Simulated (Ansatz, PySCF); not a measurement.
Gas-phase reaction in SMILES: N[Si](N)(O)O → [NH][Si](N)(O)O + H atom (the H-N bond at the site shown breaks; other sites are not compared here)
Structures are relaxed separately at B3LYP-D3(BJ)/def2-TZVP in Ansatz (an electronic-structure program), one conformer each, not searched for the lowest. Frequencies are from Ansatz or PySCF.

Quantity: bond dissociation energy (0 K, with B3LYP-D3(BJ) harmonic zero-point energies), in kcal/mol. Valence correlation only, unless marked. UHF or UKS for open shells. Spin-orbit coupling is left out. Non-relativistic unless marked X2C. CBS marks a two-point X^-3 extrapolation of the correlation energy; Hartree-Fock from the larger set. The bracket is a focal-point correction in the basis named.

```csv
level,program,bond dissociation energy (kcal/mol)
HF/STO-3G,Ansatz,92.6
```

Q: Estimate the value at RI-MP2/CBS(cc-pV(T+d)Z,cc-pV(Q+d)Z)+[CCSD(T)-MP2]/cc-pV(T+d)Z as computed with Ansatz.

A: 112.1 kcal/mol, so HF/STO-3G differs from it by -19.5 kcal/mol.
